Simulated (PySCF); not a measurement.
Be (beryllium, neutral) across methods

[He] 2s1 2p1, high-spin 3P determinant (an excited configuration). Computed with PySCF 2.14 in cc-pVQZ, with the non-relativistic Hamiltonian (point nucleus).

```json
{"method": "B97-3", "E (hartree)": "-14.5759", "mean ε 1s β (eV)": "-112.84", "mean ε 2s α (eV)": "-7.683", "mean ε 2p α (eV)": "-4.037", "Σ⟨r²⟩ (bohr²)": "18.14", "⟨S²⟩": "2.000"}
{"method": "LDA", "E (hartree)": "-14.3582", "mean ε 1s β (eV)": "-105.16", "mean ε 2s α (eV)": "-6.558", "mean ε 2p α (eV)": "-3.063", "Σ⟨r²⟩ (bohr²)": "18.87", "⟨S²⟩": "2.000"}
{"method": "PBE0", "E (hartree)": "-14.5521", "mean ε 1s β (eV)": "-112.10", "mean ε 2s α (eV)": "-7.704", "mean ε 2p α (eV)": "-4.056", "Σ⟨r²⟩ (bohr²)": "18.32", "⟨S²⟩": "2.000"}
{"method": "HSE06", "E (hartree)": "-14.5546", "mean ε 1s β (eV)": "-111.68", "mean ε 2s α (eV)": "-7.278", "mean ε 2p α (eV)": "-3.670", "Σ⟨r²⟩ (bohr²)": "18.33", "⟨S²⟩": "2.000"}
{"method": "r2SCAN0", "E (hartree)": "-14.5703", "mean ε 1s β (eV)": "-113.81", "mean ε 2s α (eV)": "-7.858", "mean ε 2p α (eV)": "-4.128", "Σ⟨r²⟩ (bohr²)": "18.20", "⟨S²⟩": "2.000"}
{"method": "UHF", "E (hartree)": "-14.51341", "mean ε 1s β (eV)": "-128.51", "mean ε 2s α (eV)": "-10.771", "mean ε 2p α (eV)": "-6.677", "Σ⟨r²⟩ (bohr²)": "18.23", "⟨S²⟩": "2.000"}
{"method": "M06", "E (hartree)": "-14.5697", "mean ε 1s β (eV)": "-112.50", "mean ε 2s α (eV)": "-7.377", "mean ε 2p α (eV)": "-3.832", "Σ⟨r²⟩ (bohr²)": "18.63", "⟨S²⟩": "2.000"}
{"method": "PBE", "E (hartree)": "-14.5443", "mean ε 1s β (eV)": "-106.39", "mean ε 2s α (eV)": "-6.572", "mean ε 2p α (eV)": "-3.118", "Σ⟨r²⟩ (bohr²)": "18.51", "⟨S²⟩": "2.000"}
{"method": "r2SCAN", "E (hartree)": "-14.5703", "mean ε 1s β (eV)": "-108.76", "mean ε 2s α (eV)": "-6.828", "mean ε 2p α (eV)": "-3.267", "Σ⟨r²⟩ (bohr²)": "18.28", "⟨S²⟩": "2.000"}
```
